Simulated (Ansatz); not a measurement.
Reaction (isomerisation): `O[SiH](O)[AlH2]` → `O[SiH2][O][AlH2]`

Calculated with Ansatz (gas phase, PBE0-D4/def2-TZVP geometries, no zero-point term in ΔE). CCSD(T)/CBS is the MP2 limit (def2-TZVPP, def2-QZVPP) plus CCSD(T) − MP2 in def2-TZVPP, frozen cores. DFT in def2-TZVPP. B3LYP here is the variant with VWN-RPA as its local correlation; programs differ in this. HSE06 is defined as in plane-wave codes. Each species was taken in one conformer, which may not be the lowest.

```
             level  ΔE (kJ/mol)  difference from CCSD(T)/CBS
            PBE-D4       -159.7                         30.3
         revPBE-D4       -159.6                         30.4
         r2SCAN-D4       -185.6                          4.4
          B3LYP-D4       -189.0                          1.0
        r2SCANh-D4       -187.3                          2.7
        r2SCAN0-D4       -189.7                          0.3
          HSE06-D4       -169.9                         20.1
          BHLYP-D4       -201.1                        -11.1
      CAM-B3LYP-D4       -196.8                         -6.8
          PBE-QIDH       -187.1                          2.9
               PBE       -159.9                         30.1
            revPBE       -158.3                         31.7
RPA@PBE/def2-TZVPP       -189.0                          1.0
   CCSD/def2-TZVPP       -195.0                         -5.0
      HF/CBS(def2)       -216.5                        -26.5
     MP2/CBS(def2)       -200.3                        -10.3
       CCSD(T)/CBS       -190.0                            0
```

(1) What do rigid-rotor, harmonic-oscillator terms from PBE0-D4/def2-TZVP frequencies (298.15 K, 1 bar) make of the CCSD(T)/CBS value? (An estimate is asked.)

Largest T1 diagnostic among the species: 0.013.

Results:

(1) The calculation gave: ΔZPE = -2.6 kJ/mol, ΔH = -193.6 kJ/mol, ΔS = 6 J/(mol·K), ΔG = -195.4 kJ/mol. Modes under 50 cm⁻¹ make the entropy rough.

From BLYP to BHLYP (50 % exact exchange), in def2-TZVPP and without D4, ΔE moves by −20.1 kJ/mol. Leaving LDA and LC-ωPBE aside and taking each functional with its dispersion term where it has one, the values spread over 41.4 kJ/mol, from BHLYP-D4 to revPBE-D4. LDA lies −4.0 kJ/mol from PBE without D4. In def2-TZVPP, CCSD(T) changes the Hartree–Fock value by +22.6 kJ/mol (the triples alone add +3.6 kJ/mol) and MP2 by +12.3 kJ/mol.
